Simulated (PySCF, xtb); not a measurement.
C3H6N2Si, SMILES CC1=NC=N[SiH2]1.

Harmonic wavenumbers (cm⁻¹) from xtb 6.7.1 with GFN2-xTB at its own minimum, in rising order: 107, 190, 272, 287, 360, 487, 531, 553, 570, 601, 722, 758, 884, 897, 974, 985, 1107, 1219, 1267, 1375, 1447, 1453, 1532, 1645, 2344, 2346, 3001, 3014, 3033, 3039.

Q: What does PBE-D3(BJ)/def2-SVP (PySCF) give at its own minimum? (An estimate is asked for; the answer gives what the named calculation found.)

A: 127, 203, 270, 283, 389, 471, 556, 578, 677, 682, 709, 839, 893, 894, 947, 978, 1045, 1192, 1298, 1329, 1377, 1389, 1533, 1616, 2173, 2182, 2960, 3035, 3038, 3081. Paired by order, the mean absolute difference is 41 cm⁻¹ and the zero-point energies are 52.9 and 52.5 kcal/mol.
